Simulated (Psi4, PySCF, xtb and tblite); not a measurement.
Relaxed torsion scan: C4H12SeSi, SMILES CC(C)([SiH2][SeH])C. Scanned: dihedral C2–Si5–Se6–H18; all other coordinates were relaxed at GFN2-xTB. Points at φ and −φ are mirror images. Heavy atoms are numbered in the order of the SMILES CC(C)(C)[SiH2][SeH], hydrogens after them in the order of the atoms that carry them; the mirror image has the same energies with the sign of each dihedral reversed.

Levels of theory: RKS-LDA (SVWN5)/6-31G* = restricted LDA (SVWN5)/6-31G*, spherical d, density fitting // GFN2-xTB (PySCF); GFN2-xTB (xtb and tblite); RMP2/3-21G = restricted MP2 (frozen core)/3-21G // GFN2-xTB (PySCF); PBE-D3(BJ)/def2-SVP // GFN2-xTB (Psi4).

Energies relative to the lowest point of each profile, in kJ/mol; the last columns give the difference from PBE-D3(BJ):

| φ / ° | RKS-LDA (SVWN5)/6-31G* | GFN2-xTB | RMP2/3-21G | PBE-D3(BJ)/def2-SVP | RKS-LDA (SVWN5)/6-31G* − PBE-D3(BJ)/def2-SVP | GFN2-xTB − PBE-D3(BJ)/def2-SVP | RMP2/3-21G − PBE-D3(BJ)/def2-SVP |
|---|---|---|---|---|---|---|---|
| -160 | 4.68 | 0.41 | 5.61 | 5.10 | -0.43 | -4.69 | 0.50 |
| -140 | 4.55 | 1.77 | 5.49 | 5.03 | -0.49 | -3.26 | 0.46 |
| -120 | 3.80 | 3.23 | 4.43 | 4.13 | -0.33 | -0.90 | 0.30 |
| -100 | 1.98 | 3.68 | 2.02 | 1.91 | 0.07 | 1.77 | 0.10 |
| -80 | 0.13 | 3.13 | 0.00 | 0.00 | 0.13 | 3.13 | 0.00 |
| -60 | 0.00 | 2.53 | 0.63 | 0.21 | -0.21 | 2.32 | 0.41 |
| -40 | 2.47 | 2.39 | 3.74 | 2.75 | -0.28 | -0.37 | 0.99 |
| -20 | 5.88 | 2.42 | 7.97 | 6.15 | -0.26 | -3.73 | 1.82 |
| 0 | 7.52 | 2.48 | 10.12 | 7.71 | -0.19 | -5.23 | 2.41 |
| 20 | 5.88 | 2.42 | 7.97 | 6.15 | -0.26 | -3.73 | 1.82 |
| 40 | 2.47 | 2.39 | 3.74 | 2.75 | -0.28 | -0.37 | 0.99 |
| 60 | 0.00 | 2.53 | 0.63 | 0.21 | -0.21 | 2.32 | 0.41 |
| 80 | 0.13 | 3.13 | 0.00 | 0.00 | 0.13 | 3.13 | 0.00 |
| 100 | 1.98 | 3.68 | 2.02 | 1.91 | 0.07 | 1.77 | 0.10 |
| 120 | 3.80 | 3.23 | 4.43 | 4.13 | -0.33 | -0.90 | 0.30 |
| 140 | 4.55 | 1.77 | 5.49 | 5.03 | -0.49 | -3.26 | 0.46 |
| 160 | 4.68 | 0.41 | 5.61 | 5.10 | -0.43 | -4.69 | 0.50 |
| 180 | 4.94 | 0.00 | 5.59 | 5.10 | -0.16 | -5.10 | 0.49 |

RKS-LDA (SVWN5)/6-31G* is furthest from PBE-D3(BJ)/def2-SVP at -140 (-0.49 kJ/mol, below); its mean absolute difference over the points is 0.27 kJ/mol.

GFN2-xTB is furthest from PBE-D3(BJ)/def2-SVP at 0 (-5.23 kJ/mol, below); its mean absolute difference over the points is 2.81 kJ/mol.

RMP2/3-21G is furthest from PBE-D3(BJ)/def2-SVP at 0 (2.41 kJ/mol, above); its mean absolute difference over the points is 0.67 kJ/mol.
